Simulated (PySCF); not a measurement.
States of one metal complex from SC-NEVPT2 in the d shell, PySCF, above the ground state:

```tsv
2S+1	degeneracy	energy / cm⁻¹	f (electric dipole)
2	2	0	–
2	3	17490	3.1e-03
```

**Question.** Which of these complexes, all computed at model or optimised geometries, gave the data?
A. TiBr3 (d1, trigonal planar)
B. [MoF4]+ (d1, tetrahedral)
C. [TiF5]2- (d1, trigonal bipyramidal)
D. [NbF6]2- (d1, octahedral)

**Answer.** B. [MoF4]+ (d1, tetrahedral) has 2E, then 2T2 at 17490 cm⁻¹ (NEVPT2). The others: [TiF5]2- (d1, trigonal bipyramidal) has 2A'', then 2A'' at 1590, 2A' at 5505 cm⁻¹ (NEVPT2); [NbF6]2- (d1, octahedral) has 2B3g (from 2T2g), then 2B2g (from 2T2g) at 1025, 2Ag (from 2T2g) at 1105 cm⁻¹ (NEVPT2); TiBr3 (d1, trigonal planar) has 2A1', then 2E'' at 3670, 2E' at 13333 cm⁻¹ (NEVPT2).

The d shell alone is too small an active space for [MoF4]+ (an active orbital has only 0.64 squared overlap with the free ion's shell): its levels, fitted parameters, g values and moments show what this model gives and aren't sound predictions.

The d shell alone is too small an active space for [NbF6]2- (an active orbital has only 0.68 squared overlap with the free ion's shell): its levels, fitted parameters, g values and moments show what this model gives and aren't sound predictions.

On [MoF4]+: The geometry is a model, and the complex may not exist in this form. Charge-transfer states lie outside this active space and may come lower than some of these levels. The ground state is orbitally degenerate in this regular structure, which would distort (Jahn–Teller). NEVPT2 on the d shell alone tends to put d–d bands too high for such charged or covalently bound ions.
